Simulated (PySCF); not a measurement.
## Spinor energies of Ta⁴⁺ (tantalum, charge +4)

Start: [Xe] 4f14 5d1; 5d3/2 filled at m_j = +3/2. Calculated with PySCF 2.14 in x2c-TZVPall-2c (11s11p10d2f, 108 functions): generalised Hartree-Fock with the X2C-1e Hamiltonian and a Gaussian nucleus; one run each with spin-orbit coupling (SO) switched off, then screened by Boettger's factors.

| spinor shell | electrons | ε, spin-free (eV) | ε, screened SO (eV) | weight of nominal j (screened SO) | rms radius, screened SO (bohr) |
| --- | --- | --- | --- | --- | --- |
| 1s1/2 | 2 | -67818.1 | -67798.2 | 1.000 | 0.0211 |
| 2s1/2 | 2 | -11827.0 | -11820.7 | 1.000 | 0.0853 |
| 2p1/2 | 2 | -10372.1 | -11278.2 | 1.000 | 0.0726 |
| 2p3/2 | 4 | -10372.1 | -10002.3 | 1.000 | 0.0799 |
| 3s1/2 | 2 | -2803.1 | -2800.9 | 1.000 | 0.218 |
| 3p1/2 | 2 | -2362.8 | -2560.2 | 1.000 | 0.210 |
| 3p3/2 | 4 | -2362.8 | -2280.7 | 1.000 | 0.225 |
| 3d3/2 | 4 | -1843.7 | -1878.8 | 1.000 | 0.199 |
| 3d5/2 | 6 | -1843.7 | -1818.3 | 1.000 | 0.203 |
| 4s1/2 | 2 | -636.80 | -636.03 | 1.000 | 0.488 |
| 4p1/2 | 2 | -489.77 | -535.52 | 1.000 | 0.497 |
| 4p3/2 | 4 | -489.77 | -470.46 | 1.000 | 0.530 |
| 4d3/2 | 4 | -297.72 | -304.76 | 1.000 | 0.557 |
| 4d5/2 | 6 | -297.72 | -292.30 | 1.000 | 0.569 |
| 5s1/2 | 2 | -128.69 | -128.48 | 1.000 | 1.17 |
| 5p1/2 | 2 | -89.013 | -96.403 | 0.998 | 1.29 |
| 5p3/2 | 4 | -89.013 | -85.751 | 0.980 | 1.37 |
| 4f5/2 | 6 | -82.827 | -83.607 | 0.987 | 0.708 |
| 4f7/2 | 8 | -82.827 | -81.556 | 0.998 | 0.699 |
| 5d3/2 | 1 | -47.085 | -47.581 | 1.000 | 1.84 |

| quantity | spin-free | screened SO |
| --- | --- | --- |
| E (hartree) | -15590.09569 | -15607.46591 |
| M_J | 3/2 | 3/2 |
| ⟨J²⟩ | 3.752 | 3.752 |
| ⟨L²⟩ | 6.004 | 6.117 |
| ⟨S²⟩ | 0.751 | 0.863 |

Each row is a mean over spinors that exchange with the open shell spreads, by up to 3.161 eV (5p1/2).

Breit and QED terms are absent; they matter most for the inner s and p1/2 levels.

Densities and radii are taken from the X2C orbitals without a picture-change correction, which distorts them close to the nucleus.

Without spin-orbit coupling the j labels of p, d and f shells carry no meaning; the spin-free column gives the mean over the occupied spinors of each nl shell.
